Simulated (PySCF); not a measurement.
**Ta³⁵⁺: ionisation energy**

Ta³⁵⁺ [Kr] 4d2 [4d3/2^2, M_J = 2] → Ta³⁶⁺ [Kr] 4d1 [4d3/2^1, M_J = 3/2], as a difference of total energies. Calculation: PySCF 2.14, in an uncontracted even-tempered set (17 s from 3.7 bohr⁻², ratio 2.8; 14 p from 4.8 bohr⁻², ratio 2.8; 9 d from 4.8 bohr⁻², ratio 2.8; 3 f from 18 bohr⁻², ratio 3); the two-component X2C-1e Hamiltonian. Correlated levels: [Ar] 3d10 frozen; the 98 highest virtual spinors dropped. "Screened" scales the spin-orbit matrix elements by Boettger's factors to mimic the two-electron term; Breit and QED terms are absent.

```csv
method,ionisation energy (eV)
GHF (spin-free),1481.6
GMP2 (spin-free),1481.6
GHF (screened spin-orbit),1490.5
GMP2 (screened spin-orbit),1490.6
```

Breit and QED terms and the two-electron picture change are absent.

The spin-free rows relax to the high-spin LS determinant and lack the spin-orbit shift.

The labels give the starting determinants; with spin-orbit coupling the two ends relaxed to ⟨J²⟩ = 6.02, ⟨L²⟩ = 10.27, ⟨S²⟩ = 1.58 and ⟨J²⟩ = 3.75, ⟨L²⟩ = 6.08, ⟨S²⟩ = 0.83.

For comparison: 1490 ± 5 eV (theoretical estimate listed by NIST; NIST Atomic Spectra Database, ionization energies).
